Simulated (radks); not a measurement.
Species: Re IX. Configuration: [Kr] 4d10 4f14 5s2 5p5. Method: Dirac Kohn-Sham, PBE, spin-unpolarised, spherical densities, finite nucleus; open shells fill j = l - 1/2 first; Fermi nuclear charge, rms radius 5.3698 fm; computed with a radial shooting solver on a logarithmic mesh with Libxc functionals. Some entries of the table are withheld. Estimate them.

orbital  occ.  eigenvalue (hartree)  <r^2> (bohr^2)
1s1/2       2             -2633.191       0.0004481
2s1/2       2                   (1)        0.006819
2p1/2       2                   (2)        0.004859
2p3/2       4                   (3)        0.006057
3s1/2       2             -109.8083         0.04447
3p1/2       2             -101.0597         0.04074
3p3/2       4             -89.56696         0.04729
3d3/2       4             -74.84374         0.03657
3d5/2       6             -72.34812         0.03837
4s1/2       2             -26.34426          0.2192
4p1/2       2             -22.68899          0.2255
4p3/2       4             -20.00766          0.2602
4d3/2       4             -13.99767          0.2814
4d5/2       6             -13.50162          0.2942
5s1/2       2              -7.29200           1.118
5p1/2       2                   (4)           1.288
4f5/2       6                   (5)          0.3905
4f7/2       8                   (6)          0.4011
5p3/2       3                   (7)           1.470

Answer. 
(1) 2s1/2 eigenvalue (hartree): -459.8976
(2) 2p1/2 eigenvalue (hartree): -440.3464
(3) 2p3/2 eigenvalue (hartree): -387.4383
(4) 5p1/2 eigenvalue (hartree): -6.12272
(5) 4f5/2 eigenvalue (hartree): -5.91863
(6) 4f7/2 eigenvalue (hartree): -5.82447
(7) 5p3/2 eigenvalue (hartree): -5.64999
